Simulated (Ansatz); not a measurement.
`[BH2][GeH2][OH]` + NH₃ → `[NH2][GeH2][OH]` + BH₃ at 700 K and 1 bar (cleavage of the Ge–B bond).

Program: Ansatz. Geometries: PBE0-D4/def2-TZVP. ΔE: electronic, gas phase. CCSD(T)/CBS is the MP2 limit (def2-TZVPP, def2-QZVPP) plus CCSD(T) − MP2 in def2-TZVPP, frozen cores. This one scheme is used for every species. For Ge outer-core shells are correlated without core-valence functions, which leaves a few kJ/mol of doubt a bond. Scalar relativity is left out up to krypton. Each species was taken in one conformer, which may not be the lowest.

| species | CCSD(T)/CBS energy (Eh) | H − E (kJ/mol) | S (J/(mol·K)) |
| --- | --- | --- | --- |
| `[BH2][GeH2][OH]` | -2179.06509 | 192.2 | 407.1 |
| NH₃ | -56.50880 | 116.9 | 226.5 |
| `[NH2][GeH2][OH]` | -2209.02804 | 206.5 | 402.6 |
| BH₃ | -26.55200 | 96.5 | 225.0 |

H − E and S are ideal-gas, rigid-rotor, harmonic terms from PBE0-D4/def2-TZVP, for one conformer and one mirror image of each species. 1 Eh = 2625.50 kJ/mol, R = 8.31446 J/(mol·K).

Question: By hand: ΔE, ΔH, ΔS and ΔG.

Answer: ΔE = (-2209.02804) + (-26.55200) − (-2179.06509) − (-56.50880) = -0.00615 Eh = -16.1 kJ/mol. Δ(H − E) = 206.5 + 96.5 − 192.2 − 116.9 = -6.1, so ΔH = -22.2 kJ/mol. ΔS = 402.6 + 225.0 − 407.1 − 226.5 = -6.0 J/(mol·K). ΔG = -22.2 − 700 × (-6.0)/1000 = -18.0 kJ/mol.

Question: By hand: the equilibrium constant, and the temperature at which ΔG would vanish if ΔH and ΔS stayed fixed.

Answer: log₁₀ K = −ΔG/(RT ln 10) = 1.3. ΔG = 0 at ΔH/ΔS = 3700 K, far beyond where these terms or the molecules hold.

The number of gas molecules stays the same, so ΔS is small and ΔH decides. A doubt of 5 kJ/mol in ΔE shifts log₁₀ K by 0.4 here. Other conformers and mirror images would add mixing entropy, several J/(mol·K) or more a flexible species. These are equilibria of isolated gas molecules and say nothing of rates. Largest T1 diagnostic: 0.012 (customary marks: 0.02 for closed shells, 0.045 for open ones).
